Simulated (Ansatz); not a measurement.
C2H5BClN, SMILES `C=NBCCl`, relaxed with RKS PBE-D4/def2-SVP in Ansatz 0.2.0 from a rough embedded geometry. The force threshold is 0.03 eV/Å; the program also tests the step.

Charge 0, multiplicity 1.

Start:

```xyz
10

C     0.546   -1.796   -0.948
N    -0.203   -0.871   -0.586
B     0.339    0.346    0.133
C    -0.741    1.439    0.678
Cl   -1.830    0.807    1.829
H     0.138   -2.666   -1.551
H     1.623   -1.788   -0.835
H     1.443    0.435    0.365
H    -1.223    1.820   -0.213
H    -0.093    2.272    1.128
```

```csv
step,energy (eV),largest force (eV/Å),largest move (Å)
1,-16825.1877,3.592,0.000
2,-16825.2596,2.790,0.194
3,-16825.6290,1.495,0.152
4,-16825.7063,0.932,0.061
5,-16825.7869,0.509,0.200
6,-16825.8661,0.735,0.200
7,-16825.9569,1.207,0.196
8,-16826.1256,2.245,0.197
9,-16826.3205,1.695,0.194
10,-16826.5359,1.332,0.198
11,-16826.5731,2.079,0.195
12,-16826.6986,0.340,0.199
13,-16826.7045,0.182,0.144
14 (rejected),-16826.7028,0.582,0.191
15,-16826.7289,0.190,0.095
16,-16826.7290,0.180,0.003
17,-16826.7316,0.071,0.034
18,-16826.7323,0.032,0.023
19,-16826.7324,0.023,0.013
```

End:

```xyz
10

C     0.502   -1.915   -0.658
N     0.511   -0.671   -0.486
B     0.471    0.670   -0.259
C    -0.630    1.340    0.672
Cl   -1.832    0.196    1.386
H    -0.066   -2.385   -1.491
H     1.065   -2.601    0.013
H     1.312    1.382   -0.787
H    -1.195    2.106    0.099
H    -0.138    1.876    1.510
```

Hardware: 4 threads of an Intel Xeon 6975P-C on a shared host. Wall time 17 s, peak host memory 0.16 GiB.
